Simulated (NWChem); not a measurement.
System: Si$_{2}$H$_{5}$OCl; SMILES [SiH3][Si@@H](Cl)O

NWChem input:

```
start job
memory heap 200 mb stack 900 mb global 1100 mb
geometry units angstroms
  O      0.640124     1.660908    -0.412110
  Si    -0.069794     0.448818     0.405473
  Si    -1.778675    -0.192279    -0.998179
  Cl     1.331185    -1.007711     0.722651
  H      1.483397     2.040803    -0.172838
  H     -0.377660     0.913539     1.761453
  H     -1.376211    -0.302959    -2.403760
  H     -2.329711    -1.494933    -0.609811
  H     -2.877259     0.776030    -0.936463
end
basis spherical
  * library def2-svp
end
dft
  xc xpbe96 cpbe96
  disp vdw 4
  iterations 150
end
driver
  maxiter 120
end
task dft optimize
task dft freq
```

Parts of the log:

```
             Northwest Computational Chemistry Package (NWChem) 7.3.0
             --------------------------------------------------------

 C1  symmetry detected

                             Geometry "geometry" -> ""
                             -------------------------

 Output coordinates in angstroms (scale by  1.889725989 to convert to a.u.)

  No.       Tag          Charge          X              Y              Z
 ---- ---------------- ---------- -------------- -------------- --------------
    1 O                    8.0000     1.77545684     0.10112105     0.37531645
    2 Si                  14.0000     0.37869293     0.11831859    -0.45555208
    3 Si                  14.0000    -0.59026413    -1.89019142     0.11762186
    4 Cl                  17.0000    -0.69382336     1.75482205     0.14142867
    5 H                    1.0000     2.34106256     0.86394986     0.47954235
    6 H                    1.0000     0.67210811     0.40937811    -1.86218661
    7 H                    1.0000    -0.51497849    -2.19285658     1.55031553
    8 H                    1.0000    -2.00981586    -1.92348612    -0.24999502
    9 H                    1.0000     0.06496287    -2.99170893    -0.59347219

 Effective nuclear repulsion energy (a.u.)     278.8496953094

                                Z-matrix (autoz)
                                --------

 Units are Angstrom for bonds and degrees for angles

[...]

      ----------------------
      Optimization converged
      ----------------------

  Step       Energy      Delta E   Gmax     Grms     Xrms     Xmax
  ---- ---------------- -------- -------- -------- -------- --------
@   18   -1116.53859327 -8.8D-08  0.00005  0.00001  0.00063  0.00179
                                     ok       ok       ok       ok

                                Z-matrix (autoz)
                                --------

 Units are Angstrom for bonds and degrees for angles

[...]

 Rotational Constants
 --------------------
 A=   0.135792 cm-1  (  0.195370 K)
 B=   0.072237 cm-1  (  0.103931 K)
 C=   0.051826 cm-1  (  0.074565 K)

 Temperature                      =   298.15K
 frequency scaling parameter      =   1.0000

 Zero-Point correction to Energy  =   30.131 kcal/mol  (  0.048017 au)
 Thermal correction to Energy     =   34.716 kcal/mol  (  0.055323 au)
 Thermal correction to Enthalpy   =   35.308 kcal/mol  (  0.056267 au)

 Total Entropy                    =   84.331 cal/mol-K
   - Translational                =   40.037 cal/mol-K (mol. weight = 111.9567)
   - Rotational                   =   27.541 cal/mol-K (symmetry #  =        1)
   - Vibrational                  =   16.753 cal/mol-K

 Cv (constant volume heat capacity) =   24.578 cal/mol-K
   - Translational                  =    2.979 cal/mol-K
   - Rotational                     =    2.979 cal/mol-K
   - Vibrational                    =   18.619 cal/mol-K

[normal modes left out]

 ----------------------------------------------------------------------------
 Normal Eigenvalue ||           Projected Infra Red Intensities
  Mode   [cm**-1]  || [atomic units] [(debye/angs)**2] [(KM/mol)] [arbitrary]
 ------ ---------- || -------------- ----------------- ---------- -----------
    1       -0.000 ||    0.000490           0.011         0.478       0.095
    2       -0.000 ||    0.000204           0.005         0.199       0.039
    3       -0.000 ||    0.000161           0.004         0.157       0.031
    4        0.000 ||    0.000019           0.000         0.018       0.004
    5        0.000 ||    0.000108           0.002         0.105       0.021
    6        0.000 ||    0.000100           0.002         0.098       0.019
    7      100.809 ||    0.000554           0.013         0.540       0.107
    8      109.281 ||    0.001558           0.036         1.519       0.301
    9      170.535 ||    0.005369           0.124         5.234       1.036
   10      215.926 ||    0.017652           0.407        17.208       3.407
   11      293.625 ||    0.097499           2.249        95.047      18.820
   12      400.425 ||    0.013873           0.320        13.524       2.678
   13      490.733 ||    0.046930           1.083        45.750       9.059
   14      503.122 ||    0.032467           0.749        31.650       6.267
   15      535.633 ||    0.054660           1.261        53.286      10.551
   16      716.392 ||    0.187574           4.327       182.856      36.206
   17      791.040 ||    0.164417           3.793       160.282      31.736
   18      813.428 ||    0.113433           2.617       110.580      21.895
   19      831.505 ||    0.133717           3.085       130.354      25.810
   20      895.241 ||    0.035120           0.810        34.237       6.779
   21      900.082 ||    0.035188           0.812        34.303       6.792
   22      916.971 ||    0.052749           1.217        51.422      10.182
   23     2143.365 ||    0.126363           2.915       123.185      24.391
   24     2160.155 ||    0.038682           0.892        37.709       7.467
   25     2175.215 ||    0.073825           1.703        71.968      14.250
   26     2181.615 ||    0.081400           1.878        79.353      15.712
   27     3742.177 ||    0.084688           1.954        82.558      16.347
 ----------------------------------------------------------------------------
```

Level: PBE-D3(BJ)/def2-SVP.
